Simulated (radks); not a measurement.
Results of a calculation; reference values are marked as such.
Q: Ionisation of Ru+, [Kr] 4d7, to Ru2+, [Kr] 4d6, under several functionals. Scalar-relativistic Kohn-Sham, spin-polarised, spherical densities, finite nucleus; open shells are filled with parallel spins first (spin-orbit coupling, left out, can overturn this in heavy ions); a radial shooting solver on a logarithmic mesh with Libxc functionals. Known Delta-SCF values: B86b exchange with PBE correlation 16.739 eV. What does TASK exchange with Perdew-Wang LDA correlation give, and what is its highest occupied eigenvalue?

A: 15.506 eV by Delta-SCF; the 4d eigenvalue is -10.300 eV. NIST: 16.8 eV (semi-empirical).
